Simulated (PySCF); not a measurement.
Cartesian coordinates in Å; atom numbers follow the order of the lines, from 1:
```xyz
14

C    -2.771   -0.155    0.401
C    -1.789    0.579    0.931
O    -0.462    0.434    0.756
C    -0.015   -0.616   -0.084
Si    1.873   -0.494   -0.093
O     2.308    1.047   -0.544
H    -2.591   -0.998   -0.268
H    -3.804    0.093    0.643
H    -1.992    1.421    1.601
H    -0.425   -0.493   -1.105
H    -0.367   -1.597    0.290
H     2.373   -0.844    1.272
H     2.441   -1.429   -1.102
H     1.816    1.741   -0.091
```

Geometry: PBE0-D3(BJ)/def2-SVP; GIAO shifts from PySCF 2.14, gas phase, non-relativistic, averaged over equivalent atoms.

At PBE0/cc-pVDZ (128 basis functions, 13 s wall time on 1 thread of an Arm Neoverse V1, shared host):
```json
{"atoms": "C2", "δ (ppm)": "151.3"}
{"atoms": "C1", "δ (ppm)": "84.1"}
{"atoms": "C4", "δ (ppm)": "55.7"}
{"atoms": "O3", "δ (ppm)": "108.9"}
{"atoms": "O6", "δ (ppm)": "8.4"}
{"atoms": "Si5", "δ (ppm)": "-18.2"}
{"atoms": "H9", "δ (ppm)": "6.57"}
{"atoms": "H12/H13", "δ (ppm)": "4.92"}
{"atoms": "H7", "δ (ppm)": "4.11"}
{"atoms": "H8", "δ (ppm)": "3.96"}
{"atoms": "H10/H11", "δ (ppm)": "3.13"}
{"atoms": "H14", "δ (ppm)": "0.64"}
```

References, each an isolated molecule treated in the same way: ¹³C (σref 196.75) and ²⁹Si (σref 418.61) and ¹H (σref 31.29) vs TMS; H2O for ¹⁷O (σref 343.34).

Task: Predict the values at PBE/pcSseg-1 on the same geometry.

Result: 
| atoms | δ at PBE/pcSseg-1 | change |
| --- | --- | --- |
| C2 | 159.0 | +7.7 |
| C1 | 85.0 | +0.9 |
| C4 | 59.2 | +3.5 |
| O3 | 132.9 | +24.0 |
| O6 | 18.3 | +9.9 |
| Si5 | -17.3 | +0.9 |
| H9 | 6.69 | +0.12 |
| H12/H13 | 5.19 | +0.27 |
| H7 | 4.16 | +0.05 |
| H8 | 4.03 | +0.07 |
| H10/H11 | 3.26 | +0.13 |
| H14 | 1.06 | +0.42 |

Scale: TMS for ¹³C (σ = 180.03 ppm) and ²⁹Si (σ = 334.61 ppm) and ¹H (σ = 31.20 ppm); ¹⁷O (σ = 334.63 ppm) against H2O (reference shieldings calculated alike).

The largest change is at O3 (ether oxygen). Cost: 149 basis functions, 31 s wall time on 1 thread of an Arm Neoverse N1, shared host. The order of the carbon signals is the same at both levels.

Experimental scales use liquid or dissolved standards, which lie at an offset from isolated H2O (liquid H2O: subtract about 36 ppm).
